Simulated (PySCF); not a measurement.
Which method gave which barrier?

Saddle point of Si2H6ClF, closed shell (Si₂H₅Cl ([SiH3][SiH2][Cl]) + HF → Si₂H₅F ([F][SiH2][SiH3]) + HCl; bonds formed: Si1–F7, Cl2–H6; bonds broken: Si1–Cl2, H6–F7), PBE0-D4/def2-TZVP structure:

```xyz
10
angstrom
Si -0.7966 0.0563 -0.4405
Cl 0.4393 2.1220 -0.4525
H -1.3180 -1.1330 -1.1762
H -2.0119 0.8437 -0.1343
Si 0.5392 -0.7049 1.3123
H 0.5195 1.1511 -1.8949
F 0.1309 0.2752 -2.2169
H 0.5710 0.3010 2.4023
H 0.0180 -2.0006 1.8272
H 1.9087 -0.9108 0.7736
```

PySCF 2.14 with density fitting (its default auxiliary sets; JK sets also for MP2 and CCSD(T)); basis: def2-TZVPP, with def2-QZVPP for the basis limit; cores frozen in the correlated methods. Extrapolation: Hartree–Fock as exp(−7.88 √X), correlation as X^−2.97. Four methods, as single points on the PBE0-D4 structures, gave these electronic barriers from the start structure: 1.047, 1.201, 1.349, 1.785 eV.

(1) The methods were, in alphabetical order, CCSD(T), HF, PBE-D4, PBE0-D4. Which gave which? (A judgement: the text doesn't fix the answer.)

No T1 diagnostic of these runs exceeds 0.013.

Results:

(1) By the calculation: PBE-D4 1.047; PBE0-D4 1.201; CCSD(T) 1.349; HF 1.785 eV. For comparison, CCSD(T) at an estimated basis limit (MP2 extrapolated from triple and quadruple zeta, plus CCSD(T) − MP2 in triple zeta) gives 1.316 eV.

Labels in which every atom is bracketed show which atoms are joined, not bond orders.

For scale, one of the runs: CCSD(T)/def2-TZVPP, 241 basis functions, launched by `OMP_NUM_THREADS=4 python run.py`. Hardware: 4 CPU threads of an Intel Xeon, shared host. Wall time 24 min; peak host memory 4.5 GiB.
